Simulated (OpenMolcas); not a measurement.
3s2 3p3 along the 15-electron sequence

* Program: OpenMolcas 26.06
* Method: SS-CASPT2, IPEA 0.25 Eh, imaginary shift 0.1 Eh
* Basis: ANO-RCC-VTZP
* Scalar Hamiltonian: DKH2, point nucleus
* Spin-orbit coupling: RASSI with atomic mean-field integrals over the reference wave functions, term energies averaged over their components

Active space for each ion: 5 electrons in 4 orbitals (3s 3p); closed shells correlated by CASPT2: 2s 2p.

Computed levels in cm-1 above 4S* 3/2:

| Level | S+ | Cl2+ | Ar3+ |
| --- | --- | --- | --- |
| 2D* 3/2 | 15650 | 18980 | 22170 |
| 2D* 5/2 | 15670 | 19040 | 22280 |
| 2P* 1/2 | 25130 | 30450 | 35720 |
| 2P* 3/2 | 25140 | 30500 | 35830 |
| weight of 4S* in the lowest level (%) | 100 | 100 | 100 |

Measured, with the error of the calculation in %. Measured levels: S+ from NIST Handbook of Basic Atomic Spectroscopic Data; Cl2+ from Moore, Atomic Energy Levels, vol. I, NSRDS-NBS 35 (1971 reprint of NBS Circular 467, 1949); Ar3+ from Saloman, J. Phys. Chem. Ref. Data 39, 033101 (2010).

```tsv
Level	S+	Cl2+	Ar3+
2D* 3/2	14853 (+5.3)	18053 (+5.1)	21091 (+5.1)
2D* 5/2	14885 (+5.3)	18120 (+5.1)	21220 (+5.0)
2P* 1/2	24525 (+2.5)	29812 (+2.2)	34855 (+2.5)
2P* 3/2	24572 (+2.3)	29907 (+2.0)	35032 (+2.3)
```

2D* 3/2 changes by a factor of 1.42 over the same range, with steps per unit of Z of +3330, +3190 cm-1.

Term energies are means over components that CASPT2 splits; among the terms shown or strongly mixed into the levels shown the widest spread is 230 cm-1 (3s2 3p3 2D*, Ar3+). Over all roots computed the reference weight is 0.88 to 0.96 in S+, 0.87 to 0.96 in Cl2+, 0.89 to 0.97 in Ar3+; the roots of lowest weight are the least certain, and an intruder state may touch them. Terms from blocks run as CI alone lack orbitals of their own. Computed and measured levels are paired by configuration, term and J; levels that our copy of the source lacks, or whose pairing is in doubt (as where it misses far off the trend of its configuration), stay unpaired and out of the deviations. Only configurations of the active space appear.

* marks odd parity.
